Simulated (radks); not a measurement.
Results of a calculation; reference values are marked as such.
Exchange energies: the exact (Fock) value of the Kohn-Sham orbitals and density-functional approximations, in hartree. Species: Lu+ [Xe] 4f14 6s2; Mg+ [Ne] 3s1. Level of theory: non-relativistic Kohn-Sham, exchange-only LDA, spin-polarised, spherical densities, point nucleus (a radial shooting solver on a logarithmic mesh with Libxc functionals). Every spin shell is full or empty, so the densities are truly spherical. Functionals are evaluated on that one density, not self-consistently.

exact: Lu+ -282.090; Mg+ -15.7544
LDA: Lu+ -271.37; Mg+ -14.409
PBE: Lu+ -281.78; Mg+ -15.690
OPTX: Lu+ -287.68; Mg+ -15.767
AM05: Lu+ -271.99; Mg+ -14.601
EV93: Lu+ -281.43; Mg+ -16.046
APBE: Lu+ -283.55; Mg+ -15.882
r2SCAN: Lu+ -282.12; Mg+ -15.783
TASK: Lu+ -277.01; Mg+ -15.326
MVS: Lu+ -282.69; Mg+ -15.743
